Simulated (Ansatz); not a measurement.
Species: GeNH₃F, charge 0, doublet. GeNH3F (SMILES [F][GeH][NH2], doublet).
B3LYP-D3(BJ)/def2-TZVP minimum from Ansatz (a first-principles code):
```
N
H 1 1.0126
H 1 1.0130 2 109.67
Ge 1 1.8516 2 116.45 3 132.76
F 4 1.7644 1 101.33 2 -174.61
H 4 1.5724 5 105.78 1 111.69
```
Charge 0, spin multiplicity 2.

Total energies in hartree (Ansatz). Open shells are spin-unrestricted; no spin-orbit coupling. Correlated methods leave the cores frozen (noble-gas shells, and filled d and f shells in the p block). No relativity. Where a partner has so few electrons that a lower coupled-cluster level is exact, that level stands in.

```csv
species,HF/cc-pVTZ,CCSD(T)/cc-pVTZ,HF/cc-pVQZ,CCSD(T)/cc-pVQZ,CCSD(T)/cc-pVDZ,CCSDT(Q)/cc-pVDZ
"1: GeNH3F (SMILES [NH2][GeH][F], doublet)",-2231.12193,-2231.73045,-2231.14072,-2231.79397,-2231.46233,-2231.46440
2: Ge (triplet),-2075.36107,-2075.42794,-2075.36359,-2075.43284,-2075.34866,-2075.34895
3: N (quartet),-54.40069,-54.51471,-54.40372,-54.52482,-54.47850,-54.47866
4: F (doublet),-99.40552,-99.62036,-99.41377,-99.65026,-99.52757,-99.52776
5: H (doublet),-0.49981,-0.49981,-0.49995,-0.49995,-0.49928,-0.49928
```

Problem. Work out the atomisation energy (electronic, to ground-state atoms) in kcal/mol: take Hartree-Fock from cc-pVQZ, extrapolate the CCSD(T) correlation energy as X^-3 (X = 3, 4), and add CCSDT(Q) - CCSD(T) in cc-pVDZ. 1 hartree = 627.51 kcal/mol.

Solution. 
Species 1: correlation (64·(-0.65325) - 27·(-0.60852))/37 = -0.68589; step -0.00207; E1 = -2231.14072 + (-0.68589) + (-0.00207) = -2231.82868
Species 2: correlation (64·(-0.06925) - 27·(-0.06687))/37 = -0.07099; step -0.00029; E2 = -2075.36359 + (-0.07099) + (-0.00029) = -2075.43487
Species 3: correlation (64·(-0.12110) - 27·(-0.11402))/37 = -0.12627; step -0.00016; E3 = -54.40372 + (-0.12627) + (-0.00016) = -54.53015
Species 4: correlation (64·(-0.23649) - 27·(-0.21484))/37 = -0.25229; step -0.00019; E4 = -99.41377 + (-0.25229) + (-0.00019) = -99.66625
Species 5: correlation (64·(0.00000) - 27·(0.00000))/37 = 0.00000; step +0.00000; E5 = -0.49995 + (0.00000) + (+0.00000) = -0.49995
-1·E1 +1·E2 +1·E3 +1·E4 +3·E5 = 0.69756 hartree = 437.7 kcal/mol.
